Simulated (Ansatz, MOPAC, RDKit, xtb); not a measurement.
Complex: NH3 (SMILES N) (first 4 atoms) with Si2H6 (SMILES [SiH3][SiH3]); geometry from B3LYP-D3(BJ)/def2-TZVP, rigid monomers moved along the line of their centres of mass till N1···Si5 is 2.86 Å.
(charge 0, multiplicity 1):
```xyz
12

N     -0.412     0.189     0.961
H     -0.360    -0.694     0.467
H     -1.362     0.534     0.875
H      0.198     0.844     0.486
Si     0.144    -1.166     3.412
Si     0.261     1.168     3.568
H      0.433    -1.796     4.729
H      1.140    -1.693     2.448
H     -1.209    -1.611     3.001
H      0.595     1.592     4.955
H     -1.036     1.796     3.219
H      1.314     1.715     2.678
```

Monomers are frozen at their geometry in the pair; levels with a basis set take the counterpoise correction. RDKit's UFF carries no charges.

The state that PM7 reach isn't checked; PM7 holds dispersion and hydrogen-bond terms.

Codes used: Ansatz (a first-principles code); MOPAC for PM7 (differences of heats of formation); RDKit for the force fields; xtb for the GFN methods. Each number belongs to the level named beside it.

Task: One of these levels gives -116.6 meV for the interaction energy. Which one is it?
(A) PM7
(B) r2SCAN/def2-TZVPPD
(C) UFF
(D) GFN1-xTB

Result: B, r2SCAN/def2-TZVPPD. The others give 499.7 (UFF), 74.0 (PM7), -810.2 (GFN1-xTB)
